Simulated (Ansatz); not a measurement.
Input file for C8H4Si, SMILES `C#C[Si](C#C)(C#C)C#C`:

```yaml
crystal:
  periodic: [false, false, false]
  atoms:
    - {symbol: C, position_ang: [2.581835, -1.536046, 0.359050]}
    - {symbol: C, position_ang: [1.553255, -0.924890, 0.215745]}
    - {symbol: Si, position_ang: [0.003348, -0.002856, 0.000930]}
    - {symbol: C, position_ang: [-0.700933, -0.373313, -1.631625]}
    - {symbol: C, position_ang: [-1.172289, -0.619106, -2.713029]}
    - {symbol: C, position_ang: [0.336258, 1.778100, 0.126865]}
    - {symbol: C, position_ang: [0.556546, 2.959819, 0.210754]}
    - {symbol: C, position_ang: [-1.176033, -0.491234, 1.292840]}
    - {symbol: C, position_ang: [-1.960877, -0.815212, 2.147874]}
    - {symbol: H, position_ang: [3.491803, -2.076740, 0.485841]}
    - {symbol: H, position_ang: [-1.588976, -0.836602, -3.669864]}
    - {symbol: H, position_ang: [0.751520, 4.005258, 0.284971]}
    - {symbol: H, position_ang: [-2.655059, -1.101878, 2.904444]}
basis:
  gaussian: {orbitals: def2-SVP}
correlation: {method: ccsd_t}
```

```sh
$ ansatz run in.yaml --threads 2 --pin off --events-out ev --progress --plain --max-ram 22528MiB --backend cuda --devices 0, --max-vram 18GiB
```

Log, shortened:

```
Functional definition: HF
1538 factors; integrals over basis functions are off by at most 1.2e-3 eV
mean field evaluation 1: about -16150.0044 eV, gradient 3.8e1 eV
mean field evaluation 2: about -16150.0279 eV, gradient 3.8e1 eV
mean field evaluation 4: about -16154.6384 eV, gradient 3.2e0 eV
mean field evaluation 8: about -16154.6780 eV, gradient 2.2e-4 eV
mean field -16154.67799170 eV, -593.6734661609 hartree, gradient 7.8e-7 eV, S^2 0.000000; 0 other end points of the search recorded, 0 dependent functions left out
13 core orbitals not correlated: weight in the atoms' cores, before any rotation towards them, 1.000 or more for the frozen orbitals, at most 0.000 for the correlated occupied ones
reference -16154.67799170 eV, -593.6734661609 hartree; 20, 20 occupied and 117, 117 virtual orbitals, 1538 factors
second order -29.00653141 eV of doubles, -0.00000000 eV of singles
cycle   1  -28.93494073 eV  change    7.2e-2 eV  update   1.5e-1
cycle   2  -29.94734199 eV  change    -1.0e0 eV  update   4.8e-2
cycle   3  -30.18389798 eV  change   -2.4e-1 eV  update   2.3e-2
cycle   4  -30.21108540 eV  change   -2.7e-2 eV  update   7.0e-3
cycle   5  -30.21934707 eV  change   -8.3e-3 eV  update   2.3e-3
cycle   6  -30.21986035 eV  change   -5.1e-4 eV  update   6.3e-4
cycle   7  -30.22017645 eV  change   -3.2e-4 eV  update   1.8e-4
cycle   8  -30.22041244 eV  change   -2.4e-4 eV  update   5.0e-5
cycle   9  -30.22040389 eV  change    8.6e-6 eV  update   1.6e-5
perturbative correction -1.43462605 eV, -0.0527215351 hartree
Total energy: -16186.33302164 eV, -594.8367670547 hartree
```

Run time 2 s (2 threads of an AMD EPYC 7R13 on a shared host and a share of an NVIDIA H100 80 GB); peak host memory 0.8 GiB.

Correlation energy per correlated electron: -0.791 eV. T1 diagnostic: 0.0143.
